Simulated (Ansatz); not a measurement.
`CO[Si]C` + `[F][Sn][Br]` → `CO[Si]Br` + `[CH3][Sn][F]` at 400 K and 1 bar (redistribution).

Computed with Ansatz on PBE0-D4/def2-TZVP structures; ΔE is electronic, products minus reactants. CBS: MP2 limit from def2 TZ/QZ plus the TZ coupled-cluster correction, frozen cores. Elements past krypton have def2 core potentials. For Br, Sn outer-core shells are correlated without core-valence functions, which leaves a few kJ/mol of doubt a bond. Scalar relativity is left out up to krypton. One conformer a species, not always the lowest.

| species | CCSD(T)/CBS energy (Eh) | H − E (kJ/mol) | S (J/(mol·K)) |
| --- | --- | --- | --- |
| `CO[Si]C` | -443.95718 | 234.1 | 358.7 |
| `[F][Sn][Br]` | -2887.23951 | 24.7 | 327.4 |
| `CO[Si]Br` | -2977.47730 | 140.6 | 357.8 |
| `[CH3][Sn][F]` | -353.71142 | 118.0 | 336.4 |

H − E and S are ideal-gas, rigid-rotor, harmonic terms from PBE0-D4/def2-TZVP, for one conformer and one mirror image of each species. 1 Eh = 2625.50 kJ/mol, R = 8.31446 J/(mol·K).

Task: By hand: ΔE, ΔH, ΔS and ΔG.

Result: ΔE = (-2977.47730) + (-353.71142) − (-443.95718) − (-2887.23951) = 0.00797 Eh = 20.9 kJ/mol. Δ(H − E) = 140.6 + 118.0 − 234.1 − 24.7 = -0.2, so ΔH = 20.7 kJ/mol. ΔS = 357.8 + 336.4 − 358.7 − 327.4 = 8.1 J/(mol·K). ΔG = 20.7 − 400 × (8.1)/1000 = 17.5 kJ/mol.

Task: By hand: the equilibrium constant, and the temperature at which ΔG would vanish if ΔH and ΔS stayed fixed.

Result: log₁₀ K = −ΔG/(RT ln 10) = -2.3. ΔG = 0 at ΔH/ΔS = 2556 K, far beyond where these terms or the molecules hold.

The number of gas molecules stays the same, so ΔS is small and ΔH decides. A doubt of 5 kJ/mol in ΔE shifts log₁₀ K by 0.7 here. Other conformers and mirror images would add mixing entropy, several J/(mol·K) or more a flexible species. Modes under 60 cm⁻¹, often nearly free rotors, make the harmonic entropy too high. These are equilibria of isolated gas molecules and say nothing of rates. Largest T1 diagnostic: 0.015 (customary marks: 0.02 for closed shells, 0.045 for open ones).
